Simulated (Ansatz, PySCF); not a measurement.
Spin states of O2Pt (SMILES [O]=[Pt]=[O]), each relaxed with B3LYP-D3(BJ)/def2-TZVP.
State 1 (charge 0, multiplicity 1):
```json
[
 {"atom": "Pt", "x (Å)": "-0.0098", "y (Å)": "0.0148", "z (Å)": "-0.0220"},
 {"atom": "O", "x (Å)": "1.2903", "y (Å)": "0.2215", "z (Å)": "-1.0951"},
 {"atom": "O", "x (Å)": "-1.3137", "y (Å)": "-0.1889", "z (Å)": "1.0468"}
]
```
State 2 (charge 0, multiplicity 5):
```xyz
3

Pt     0.2320    -0.1649     0.2372
O      1.2040     0.3171    -1.2538
O     -1.4692    -0.1048     0.9462
```

Singlets are restricted, other states unrestricted; no spin–orbit coupling, no relativity up to Kr; see below for the cores. The largest T1 diagnostic is 0.108.

Correlated levels freeze the inner cores; with def2 sets outer-core shells near the valence are correlated too. CBS: X⁻³ extrapolation of the correlation energy, Hartree–Fock from the larger set.

The values were computed with Ansatz (an electronic-structure program); PySCF for the dispersion terms.  In def2 rows elements past Kr take small-core potentials, without spin–orbit coupling.

PBE/def2-TZVPP gives 2.449 eV for the energy of the multiplicity-5 state less that of the multiplicity-1 state.

**Question.** Where do these levels fall relative to PBE: PBE-D3(BJ)/def2-TZVPP, r2SCAN/def2-TZVPP, PBE0/def2-TZVPP, wB97M-V/def2-TZVPP, B2PLYP/def2-TZVPP, CCSD(T)/CBS(def2-SVP, def2-TZVPP).

**Answer.** PBE-D3(BJ)/def2-TZVPP 0.000; r2SCAN/def2-TZVPP -0.380; PBE0/def2-TZVPP -0.600; wB97M-V/def2-TZVPP -0.618; B2PLYP/def2-TZVPP 0.895; CCSD(T)/CBS(def2-SVP, def2-TZVPP) 0.264 eV. 3 of 6 lie above PBE; the widest gap is to B2PLYP/def2-TZVPP.

Doubts at one or more of the structures used: a restricted determinant that unrestricted orbitals would lower (B2PLYP/def2-TZVPP, CCSD(T)/CBS(def2-SVP, def2-TZVPP)); T1 above 0.05 (CCSD(T)/CBS(def2-SVP, def2-TZVPP)).
